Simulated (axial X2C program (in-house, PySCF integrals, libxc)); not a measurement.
Photoelectron levels of InO⁻ by EOM-IP-CCSD

Computed with an in-house all-electron X2C program for linear molecules (integrals from PySCF): two-component X2C with atomic mean-field Coulomb and Gaunt terms, Gaussian nuclei, basis In dyall-acv3z, O dyall-av3z with contracted cores.

R = 1.916 Å (near the PBE0 minimum at charge -1 of the determinant lowest at the starting distance; the state shown can have its own minimum elsewhere).

Hartree–Fock spinors of InO⁻ (one of each Kramers pair; a window near the gap, which can cut inner shells):

```tsv
ω	occupied	ε (eV)	character
3/2	yes	-21.05	99% In d
1/2	yes	-20.44	83% In d, 12% O s
1/2	yes	-6.59	62% O p, 32% In s, 3% O s
3/2	yes	-4.07	84% O p, 8% In p, 4% In d
1/2	yes	-4.01	83% O p, 9% In p, 4% In d
1/2	yes	-2.63	38% In s, 28% O p, 28% In p
1/2	no	2.87	97% In p
3/2	no	2.88	99% In p
1/2	no	2.88	99% In p
1/2	no	3.89	91% In s, 4% In p, 3% In d
1/2	no	5.19	63% In d, 32% In p, 4% O p
3/2	no	5.21	65% In d, 30% In p, 4% O p
```

Vertical detachment energies of InO⁻ to the states of InO:

```
Ω of InO  vertical detachment energy (eV)  above lowest (cm⁻¹)                  ionised spinor  one-hole weight
     1/2                            2.265                    0  47% O pσ, 25% In pσ, 23% In sσ             0.93
     3/2                            2.639                 3018              84% O pπ, 8% In pπ             0.90
     1/2                            2.660                 3186              83% O pπ, 9% In pπ             0.90
     1/2                            5.763                28212             49% In sσ, 41% O pσ             0.90
```

Problem. How far does the lowest EOM-IP-CCSD energy lie from the Koopmans value −ε of the highest filled spinor?

Solution. 2.265 eV against 2.63 eV, a shift of -0.37 eV: relaxation of the final state lowers the energy and the loss of correlation raises it.

Problem. What is the splitting of the first π pair in the table, and is it regular or inverted?

Solution. E(3/2) − E(1/2) = 3018 − 3186 = -168 cm⁻¹ at EOM-IP-CCSD: inverted, Ω = 3/2 lower. Splittings at this level can be off by ten to twenty per cent.

This point took 32 s on 1 thread of Intel(R) Xeon(R) Processor @ 2.30GHz (shared host).

Reference electrons by ω block (each with its −ω partner): 1/2: 19, 3/2: 8, 5/2: 2. 20 electrons of InO⁻ correlated (inner shells frozen), 94 natural virtual spinors (a truncated set); levels can be off by some tenths of an eV. Roots sought by Ω: (1/2: 4, 3/2: 3, 5/2: 1); the list ends where they run out and leaves out roots under 60 % one-particle weight. The solver can skip a root, and states that need a further excitation, which the method places far too high, are missing though they may lie low or lowest. T1 of the reference 0.029 (Lee–Taylor). Number of frozen shells: In 4 s, 3 p, 1 d; O 1 s. Large amplitudes in the reference (orbital relaxation or multireference character) lower the reliability.
